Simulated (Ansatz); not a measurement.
Two members of one family (Ge nanocrystals, cubic, H-capped), computed with Ansatz in the gas phase. A negative affinity means that the extra electron isn't bound at that geometry and level; within about 0.2 eV of zero the sign isn't settled. Binding counts from free atoms in the multiplicity of their measured ground term, without zero-point energy. Sets without diffuse functions give affinities that are too small. A dash marks a value that wasn't run or was left out as unsound. The structures are stationary points that may keep the symmetry of their start. Remarks come from the PBE and PBE0 runs and from stability tests at other levels; not every state was tested. A HOMO above zero means that the electron is unbound at that level and held by the basis, or that self-interaction error raises the level; the energy of removing that electron tells which. HOMO above LUMO (over both spins in singlets and doublets, within one spin in higher multiplets; at PBE or PBE0), or a gap under 0.15 eV within one spin, warns that the state may not be the lowest or that an electron is smeared out.

First: Ge10H16 (singlet, charge 0, PBE-D4/def2-SVP geometry).

```xyz
26

Ge    1.5854    1.1116   -2.0543
Ge   -2.0973   -0.4138   -1.8453
Ge    1.0255   -2.5644   -0.5933
Ge    2.0985    0.4127    1.8442
Ge   -1.5835   -1.1087    2.0560
Ge   -1.0271    2.5609    0.5929
Ge    0.2591   -0.9359   -2.2508
Ge    1.3314    2.0474    0.1922
Ge   -2.3604    0.5182    0.4018
Ge    0.7718   -1.6346    1.6557
H     1.1125    2.1493   -3.1147
H     3.0851    0.7987   -2.3310
H    -2.5990    0.6120   -2.9040
H    -2.9576   -1.7035   -1.9878
H     2.5195   -2.9208   -0.8537
H     0.1951   -3.8758   -0.7190
H     3.6039    0.0922    1.6103
H     1.9538    1.0035    3.2777
H    -2.4394   -2.4072    1.9642
H    -1.7574   -0.5250    3.4892
H    -1.5205    3.6146   -0.4432
H    -1.2013    3.1749    2.0134
H     0.4244   -1.5303   -3.6855
H     2.1796    3.3524    0.3144
H    -3.8644    0.8481    0.6595
H     1.2622   -2.6763    2.7110
```

```json
{"level": "PBE-D4/def2-SVP", "HOMO (eV)": "-6.53", "LUMO (eV)": "-1.41", "gap (eV)": "5.12", "vertical IE (eV)": "–", "vertical EA (eV)": "–", "vertical triplet (eV)": "–", "binding per atom (eV)": "2.83"}
{"level": "PBE-D4/def2-TZVP", "HOMO (eV)": "-6.57", "LUMO (eV)": "-1.57", "gap (eV)": "4.99", "vertical IE (eV)": "8.36", "vertical EA (eV)": "0.05", "vertical triplet (eV)": "4.83", "binding per atom (eV)": "2.83"}
{"level": "r2SCAN-D4/def2-TZVP", "HOMO (eV)": "-6.83", "LUMO (eV)": "-1.41", "gap (eV)": "5.42", "vertical IE (eV)": "–", "vertical EA (eV)": "–", "vertical triplet (eV)": "–", "binding per atom (eV)": "2.88"}
{"level": "PBE0-D4/def2-SVP", "HOMO (eV)": "-7.56", "LUMO (eV)": "-0.72", "gap (eV)": "6.84", "vertical IE (eV)": "–", "vertical EA (eV)": "–", "vertical triplet (eV)": "–", "binding per atom (eV)": "2.84"}
{"level": "PBE0-D4/def2-TZVP", "HOMO (eV)": "-7.57", "LUMO (eV)": "-0.88", "gap (eV)": "6.68", "vertical IE (eV)": "8.83", "vertical EA (eV)": "-0.14", "vertical triplet (eV)": "5.42", "binding per atom (eV)": "2.84"}
```

Remarks: gap within one spin near zero at PBE or PBE0 (+1 doublet), HOMO above zero (-1 doublet), gap within one spin near zero at PBE or PBE0 (triplet).

Second: Ge13H20 (singlet, charge 0, PBE-D4/def2-SVP geometry).

```xyz
33

Ge   -1.618    0.860    3.140
Ge    2.559    1.571   -2.661
Ge   -1.413    2.121   -0.595
Ge    1.850    0.531    1.204
Ge   -0.302   -2.749    2.087
Ge    0.056   -1.486   -1.714
Ge   -3.433   -1.181    0.184
Ge    3.448    1.485   -0.385
Ge   -0.148    1.917    1.489
Ge   -2.298   -1.356    2.347
Ge    1.619   -0.574   -3.362
Ge   -1.950   -0.109   -1.445
Ge    1.185   -1.702    0.449
H    -2.875    1.751    3.371
H    -0.876    0.717    4.502
H     3.702    1.972   -3.640
H     1.460    2.667   -2.744
H    -2.747    2.869   -0.291
H    -0.631    2.953   -1.650
H     2.546    0.404    2.597
H     0.433   -2.893    3.453
H    -0.703   -4.175    1.603
H    -0.399   -2.904   -2.188
H    -4.741   -0.349    0.335
H    -3.826   -2.605   -0.309
H     3.875    2.914    0.071
H     4.725    0.591   -0.386
H     0.270    3.335    1.990
H    -3.260   -2.008    3.389
H     0.917   -0.418   -4.744
H     2.787   -1.592   -3.539
H    -2.682    0.016   -2.818
H     2.469   -2.571    0.259
```

Estimate how these quantities change from the first to the second (second minus first).


```json
{"level": "PBE-D4/def2-SVP", "Δ HOMO (eV)": "0.35", "Δ LUMO (eV)": "-0.13", "Δ gap (eV)": "-0.47", "Δ vertical IE (eV)": "–", "Δ vertical EA (eV)": "–", "Δ vertical triplet (eV)": "–", "Δ binding per atom (eV)": "0.02"}
{"level": "PBE-D4/def2-TZVP", "Δ HOMO (eV)": "0.35", "Δ LUMO (eV)": "-0.07", "Δ gap (eV)": "-0.42", "Δ vertical IE (eV)": "-0.47", "Δ vertical EA (eV)": "0.19", "Δ vertical triplet (eV)": "-0.37", "Δ binding per atom (eV)": "0.02"}
{"level": "r2SCAN-D4/def2-TZVP", "Δ HOMO (eV)": "0.38", "Δ LUMO (eV)": "-0.08", "Δ gap (eV)": "-0.45", "Δ vertical IE (eV)": "–", "Δ vertical EA (eV)": "–", "Δ vertical triplet (eV)": "–", "Δ binding per atom (eV)": "0.02"}
{"level": "PBE0-D4/def2-SVP", "Δ HOMO (eV)": "0.42", "Δ LUMO (eV)": "-0.09", "Δ gap (eV)": "-0.51", "Δ vertical IE (eV)": "–", "Δ vertical EA (eV)": "–", "Δ vertical triplet (eV)": "–", "Δ binding per atom (eV)": "0.02"}
{"level": "PBE0-D4/def2-TZVP", "Δ HOMO (eV)": "0.43", "Δ LUMO (eV)": "-0.06", "Δ gap (eV)": "-0.49", "Δ vertical IE (eV)": "-0.52", "Δ vertical EA (eV)": "0.15", "Δ vertical triplet (eV)": "-0.42", "Δ binding per atom (eV)": "0.02"}
```

Remarks: HOMO above zero (-1 doublet), gap within one spin near zero at PBE or PBE0 (-1 doublet), gap within one spin near zero at PBE or PBE0 (triplet).
